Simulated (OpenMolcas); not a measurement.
SnHCl3O (SMILES [OH][Sn]([Cl])([Cl])[Cl]): the HOMO–LUMO gap, rung by rung

The species is SnHCl3O (6 atoms), meant as a singlet with charge 0. As SMILES, `[OH][Sn]([Cl])([Cl])[Cl]`. The shape is that of a PBE0-D4/def2-TZVP optimisation.

Each level gives the HOMO–LUMO gap (eV). The values are calculated.

```csv
level,kind,program,value (eV),CPU time
HF/def2-SVP (core potential),Hartree–Fock,OpenMolcas,14.21,10 s
PBE/def2-SVP (core potential),GGA,OpenMolcas,4.20,23 s
revPBE/def2-SVP (core potential),GGA,OpenMolcas,4.24,24 s
M06-L/def2-SVP (core potential),meta-GGA,OpenMolcas,4.86,27 s
TPSS/def2-SVP (core potential),meta-GGA,OpenMolcas,4.44,31 s
BHLYP/def2-SVP (core potential),global hybrid,OpenMolcas,9.13,21 s
PBE0/def2-SVP (core potential),global hybrid,OpenMolcas,6.79,21 s
B2PLYP/def2-SVP (core potential),double hybrid,OpenMolcas,9.44,16 s
```

The values span 4.20 to 14.21 eV. Orbital gaps aren't excitation energies, and those of double hybrids come from the SCF part alone; they tend to grow with the share of exact exchange. CPU times are rough (shared hosts, several kinds of processor and program).
